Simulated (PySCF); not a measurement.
## Radial density of Al³⁺ (aluminium, charge +3)

UHF, [Ne], closed-shell 1S. Computed with PySCF 2.14 in aug-cc-pV(D+d)Z, with the non-relativistic Hamiltonian (point nucleus).

| r (bohr) | 4πr²ρ (e/bohr) |
| --- | --- |
| 0.00179 | 0.05355 |
| 0.00301 | 0.1472 |
| 0.00506 | 0.3940 |
| 0.00851 | 1.020 |
| 0.0143 | 2.482 |
| 0.0241 | 5.460 |
| 0.0405 | 10.12 |
| 0.0681 | 14.19 |
| 0.115 | 13.01 |
| 0.193 | 8.672 |
| 0.324 | 10.80 |
| 0.545 | 11.87 |
| 0.917 | 4.405 |
| 1.54 | 0.3321 |
| 2.59 | 0.001362 |
